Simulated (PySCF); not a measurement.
[CoF4]- holds Co(III), d6, at total charge -1. The structure is a model geometry with rigid ligands and bond lengths from ionic radii, not a minimum; coordination tetrahedral, point group Td, metal–donor distances 1.79 Å.

```
5

Co    0.0000    0.0000    0.0000
F     1.0335    1.0335    1.0335
F    -1.0335   -1.0335    1.0335
F    -1.0335    1.0335   -1.0335
F     1.0335   -1.0335   -1.0335
```

Method (PySCF 2.14, density fitting): CASSCF(6,5) with orbitals averaged over all microstates of the shell, strongly contracted NEVPT2 on the averaged canonical orbitals; basis x2c-TZVPall on the metal, x2c-SVPall elsewhere; spin-free X2C; IEF-PCM water; spin-orbit coupling by state interaction with the mean-field operator over all roots.

(1) What is the ground state?

(2) List the excited states of the same spin.

(3) Which is the lowest state of another spin?

(4) Give the fitted ligand-field and repulsion parameters.

(5) What are the magnetic parameters?

The geometry is a model, and the complex may not exist in this form. The ground state is orbitally degenerate in this regular structure, which would distort (Jahn–Teller), so its moment is that of the undistorted model. NEVPT2 lifts 5T2 from 5645 to 7895 cm⁻¹; on the d shell alone such lifts tend to overshoot. NEVPT2 on the d shell alone tends to put d–d bands too high for such charged or covalently bound ions. Gaps between spin states lean to high spin in this active space.

The job took 7.1 s on one thread of Arm Neoverse V2 (shared host), with 104 basis functions, launched as `OMP_NUM_THREADS=1 python lf_run.py task.json out`.

Answers

(1) 5E (S = 2, orbital degeneracy 2), with 3.0 electrons in the lower (e-type) set and 3.0 in the upper (t2-type) set, by NEVPT2.

(2) By NEVPT2: 5T2 at 7895 cm⁻¹ (1267 nm). The strongest, at 7895 cm⁻¹, has f = 2.5e-04.

(3) 3T1 at 15553 cm⁻¹ by NEVPT2; CASSCF alone puts it at 19400 cm⁻¹ above the same ground state.

(4) At CASSCF level (the NEVPT2 levels don't fit a ligand-field model well): orbital energies 0, 0, 6364, 6364, 6364 cm⁻¹; 10Dq = 6364 cm⁻¹; B = 1201 cm⁻¹; C = 4520 cm⁻¹; B over its free-ion value at the same level 0.882; rms of the fit 241 cm⁻¹; ζ = 538 cm⁻¹ (free ion 587).

(5) The ground state is orbitally degenerate (an E term, whose orbital moment is quenched to first order), so no simple spin Hamiltonian is given. The lowest spin-orbit level is 1-fold; the next lies at 20.3 cm⁻¹. μeff is 5.08 μB at 300 K and 4.04 μB at 10 K; the spin-only value is 4.90 μB.
